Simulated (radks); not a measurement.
Initial-state core-level shifts of the indium ion In+ when its valence configuration changes from [Kr] 4d10 5s2. All-electron calculation, Dirac Kohn-Sham, LDA (Slater exchange, Perdew-Wang correlation), spin-unpolarised, spherical densities, finite nucleus; open shells are shared between the two j in proportion to 2j + 1; Fermi nuclear charge, rms radius 4.6156 fm. Program: a radial shooting solver on a logarithmic mesh with Libxc functionals. Shifts are changes of the shell-averaged eigenvalues in eV (positive: less bound); the change of the density at the nucleus, which sets a Mossbauer isomer shift, is in e/bohr^3, on a base of 1.74e+05.

| valence | 1s | 3s | 3d | 4p | density at nucleus |
|---|---|---|---|---|---|
| 4d10 5s1.5 5p0.5 | -0.822 | -0.811 | -0.808 | -0.814 | -15.94 |
| 4d9 5s2 5p1 | -7.584 | -7.722 | -7.769 | -6.721 | +16.38 |
| 4d9.5 5s2 5p0.5 | -3.766 | -3.836 | -3.858 | -3.367 | +7.98 |
| 4d9 5s1.5 5p1.5 | -8.338 | -8.469 | -8.514 | -7.459 | -2.07 |
| 4d9.5 5s1.5 5p1 | -4.553 | -4.613 | -4.633 | -4.142 | -9.19 |
| 4d9 5s0.5 5p2.5 | -9.790 | -9.909 | -9.951 | -8.883 | -40.90 |
| 4d10 5s0.5 5p1.5 | -2.397 | -2.367 | -2.359 | -2.375 | -49.67 |
| 4d8.5 5s2 5p1.5 | -11.455 | -11.659 | -11.736 | -10.063 | +25.12 |
| 4d7 5s1.5 5p3.5 | -24.071 | -24.449 | -24.633 | -20.679 | +29.37 |
